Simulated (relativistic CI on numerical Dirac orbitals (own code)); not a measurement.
**Slater and spin-orbit integrals, Ag¹⁵⁺**

Computed by Dirac-Coulomb-Breit CI, separate exchange-only KLI orbitals for each configuration, model QED, unscaled Slater integrals (own radial code, finite nucleus).

Slater integrals F^k, G^k are unscaled and averaged over j, outside the closed core [Ar] 3d10; ζ comes from projecting the Hamiltonian with its Breit term on Σ l·s of the shell.

- 4s²4p²: F^2(4p,4p) = 122870, ζ(4p) = 39017 cm⁻¹; <r>(4p) = 0.8476, <r^2>(4p) = 0.8099 (bohr units).
- 4s4p³: F^2(4p,4p) = 122880, G^1(4s,4p) = 161860, ζ(4p) = 38934 cm⁻¹; <r>(4s) = 0.8132, <r^2>(4s) = 0.7417, <r>(4p) = 0.8475, <r^2>(4p) = 0.8098 (bohr units).
- 4p⁴: F^2(4p,4p) = 122740, ζ(4p) = 38859 cm⁻¹; <r>(4p) = 0.8484, <r^2>(4p) = 0.8115 (bohr units).

Averages of the first 10 configurations, taken without configuration mixing, which lowers the lowest level and can move excited configurations by several eV; other configurations of the list can lie among them:

```
Configuration  Parity  States  Average energy above the lowest level (eV)
       4s²4p²    even      15                                        12.0
        4s4p³     odd      40                                        55.6
          4p⁴    even      15                                       104.7
      4s²4p4d     odd      60                                        80.0
      4s4p²4d    even     300                                       121.2
      4s²4p4f    even      84                                       147.8
      4s4p²4f     odd     420                                       189.2
        4p³4d     odd     200                                       168.0
      4s4p4d²     odd     540                                       188.5
      4s²4p5s     odd      12                                       162.3
```
